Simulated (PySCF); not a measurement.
Adding and removing an electron: KRb

PBE0; PySCF, scalar-relativistic core potentials, basis sets K def2-SVPD, Rb def2-SVPD with ECP28. Neutral (UKS): singlet (closed shell), Re = 4.157 Å, ωe = 74.2 cm⁻¹, De = 0.48 eV, HOMO -2.87 eV, LUMO -1.23 eV.

KRb⁻ (UKS): doublet (σ ↑), Re = 4.679 Å, ωe = 46.7 cm⁻¹, De = 0.56 eV to K⁻ + Rb. The energies at the minima are -623.76129 hartree for KRb and -623.78163 for KRb⁻.

Task: Work out the adiabatic electron affinity, without and with harmonic zero-point energies (1 hartree = 27.2114 eV, 1 eV = 8065.5 cm⁻¹), and the change of the bond length.

Result: At PBE0: 0.02034 hartree = 0.553 eV between the minima; the zero-point term (74.2 − 46.7)/2 cm⁻¹ = +0.002 eV makes it 0.555 eV. Re changes by +52.2 pm against the neutral. The electron enters a σ orbital; the charge polarises the partner, so the anion is bound more strongly.

Closed-shell solutions of metal pairs were not tested for spin polarisation, which can lower them a little. Weak bonds: KRb. Basis-set superposition, not corrected here, can be much of De in a small basis, most of all at correlated wavefunction levels. Spin–orbit coupling is left out. For an ion De counts to the pair picked by the measured ionisation energies or electron affinities, which need not be the lowest pair at this level. The highest Kohn–Sham level is positive in this anion. Much of that is self-interaction error, but it also means that the finite basis helps to hold the extra electron. States were picked by a PBE0 search and need not be the measured ground states.
